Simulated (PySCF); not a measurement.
# PbF: from constants to spectrum

PBE0 constants of PbF, ²Π (doublet), unpaired electrons π ↑ (Pb cc-pVTZ-PP with ECP60, F cc-pVTZ; scalar-relativistic core potentials (PySCF 2.14); masses 207.9766 and 18.9984 u):

* ωe: 531.1 cm⁻¹
* ωexe: 2.22 cm⁻¹
* Be: 0.22788 cm⁻¹
* αe: 0.00135 cm⁻¹
* De to Pb + F: 4.47 eV

(1) What force constant and bond length do these constants imply?

(2) Estimate the centrifugal constant D from the Kratzer relation and find the Dunham coefficient a1.

Spin–orbit coupling is left out, which matters for elements this heavy, above all for dissociation energies. The state was picked by a PBE0 search and need not be the measured ground state.

Answers

(1) Reduced mass μred = 17.408 u; k = 5.8918×10⁻⁷·μred·ωe² (u, cm⁻¹, mdyn/Å) = 2.89 mdyn/Å; Re = √(16.8576/(μred·Be)) (u, cm⁻¹, Å) = 2.061 Å.

(2) D = 4Be³/ωe² = 1.68e-07 cm⁻¹; a1 = −1 − αeωe/(6Be²) = -3.30.
